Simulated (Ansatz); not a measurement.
A CCSD(T) single point on C₂H₅ClOSi, SMILES `OC1(Cl)C[SiH2]1`.

```yaml
crystal:
  periodic: [false, false, false]
  atoms:
    - {symbol: O, position_ang: [-0.507337, 0.656016, 1.608924]}
    - {symbol: C, position_ang: [0.297868, 0.277498, 0.568554]}
    - {symbol: Cl, position_ang: [2.044532, 0.303677, 0.974029]}
    - {symbol: C, position_ang: [-0.102562, -0.963570, -0.236034]}
    - {symbol: Si, position_ang: [-0.172585, 0.635874, -1.192935]}
    - {symbol: H, position_ang: [-0.496636, -0.043596, 2.275495]}
    - {symbol: H, position_ang: [-1.051638, -1.396394, 0.070939]}
    - {symbol: H, position_ang: [0.671925, -1.696306, -0.433523]}
    - {symbol: H, position_ang: [-1.497744, 1.223948, -1.474714]}
    - {symbol: H, position_ang: [0.897479, 0.951653, -2.157734]}
basis:
  gaussian: {orbitals: def2-TZVPP}
correlation: {method: ccsd_t}
output: {orbitals: {seedname: orbitals}}
```

```sh
$ ansatz run in.yaml --threads 4 --pin off --events-out ev --progress --plain --max-ram 10444MiB
```

The program prints (abridged):

```
Functional definition: HF
1470 factors; integrals over basis functions are off by at most 9.4e-4 eV
mean field evaluation 1: about -24539.7543 eV, gradient 3.7e1 eV
mean field evaluation 2: about -24540.1013 eV, gradient 3.7e1 eV
mean field evaluation 4: about -24543.5972 eV, gradient 4.1e0 eV
mean field evaluation 8: about -24543.6682 eV, gradient 3.3e-1 eV
mean field evaluation 16: about -24543.6688 eV, gradient 1.8e-6 eV
mean field -24543.66879457 eV, -901.9631919041 hartree, gradient 1.8e-6 eV, S^2 0.000000; 0 other end points of the search recorded, 0 dependent functions left out
13 core orbitals not correlated: weight in the atoms' cores, before any rotation towards them, 1.000 or more for the frozen orbitals, at most 0.000 for the correlated occupied ones
reference -24543.66879457 eV, -901.9631919041 hartree; 15, 15 occupied and 219, 219 virtual orbitals, 1470 factors
second order -24.10000577 eV of doubles, -0.00000000 eV of singles
cycle   1  -24.54863048 eV  change   -4.5e-1 eV  update   1.1e-1
cycle   2  -25.16595235 eV  change   -6.2e-1 eV  update   3.2e-2
cycle   3  -25.28989382 eV  change   -1.2e-1 eV  update   1.5e-2
cycle   4  -25.27855300 eV  change    1.1e-2 eV  update   4.1e-3
cycle   5  -25.27760094 eV  change    9.5e-4 eV  update   2.0e-3
cycle   6  -25.27811032 eV  change   -5.1e-4 eV  update   6.6e-4
cycle   7  -25.27772686 eV  change    3.8e-4 eV  update   2.7e-4
cycle   8  -25.27770154 eV  change    2.5e-5 eV  update   8.4e-5
cycle   9  -25.27773528 eV  change   -3.4e-5 eV  update   3.5e-5
perturbative correction -1.10560552 eV, -0.0406302534 hartree
Total energy: -24570.05213537 eV, -902.9327617953 hartree
```

It took 120 s on 4 threads of an Arm Neoverse V1 on a shared host, with 5 GiB of host memory at the peak.

MP2 recovers 91.3 % of the CCSD(T) correlation energy and the triples give 4.2 %; T1 = 0.0119.
